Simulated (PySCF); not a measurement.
Isomers of C2H4BFO2. Level of theory: PBE0-D3(BJ)/def2-SVP geometry optimisation, gas phase in PySCF 2.14.0. Energies are electronic, without zero-point or thermal terms, for one conformer each. No frequencies were run at this level. Point groups hold within 0.08 Å.

Question: Rank from lowest to highest electronic energy at this level (kJ/mol).
A. `[CH2:1]=[CH:2][O:3][B:4]([OH:5])[F:6]` with C1–C2–O3–B4 -3°, C2–O3–B4–O5 0°, O3–B4–O5–H 180°
B. `FB1OCCO1`
C. `[CH2:1]=[C:2]([F:3])[B:4]([OH:5])[OH:6]` with C2–B4–O5–H 180°, C2–B4–O6–H 180°

Answer: B (0.0), A (36.1), C (174.9).

As drawn, the lowest has a B–F bond, which the highest lacks; the highest has an O–H bond and a C=C bond outside aromatic rings, which the lowest lacks.

```tsv
SMILES	E (Eh)	E rel (kJ/mol)	dipole (D)	point group	A, B, C (MHz)
FB1OCCO1	-353.26900	0.0	3.29	C2v	7742, 3431, 2451
C=COB(O)F	-353.25526	36.1	1.45	near Cs	8003, 2519, 1917
C=C(F)B(O)O	-353.20236	174.9	3.74	–	5259, 3115, 1957
```

Question: How do the relative energies change in single points at PBE0/pcSseg-1 (no added dispersion term) on the same geometries?

Answer: 
| SMILES | PBE0-D3(BJ)/def2-SVP (kJ/mol) | PBE0/pcSseg-1 (kJ/mol) | shift |
| --- | --- | --- | --- |
| FB1OCCO1 | 0.0 | 0.0 | 0.0 |
| C=COB(O)F | 36.1 | 30.5 | -5.6 |
| C=C(F)B(O)O | 174.9 | 166.2 | -8.7 |

Each column counts from its own lowest isomer. The order is unchanged; the largest shift is 8.7 kJ/mol.

Question: As an exercise, what shares would exp(−E/RT) give at 2000 K from these electronic energies alone (no entropy, no degeneracies)?

Answer: RT = 16.629 kJ/mol: FB1OCCO1 89.7 %, C=COB(O)F 10.3 %, C=C(F)B(O)O under 0.1 %.
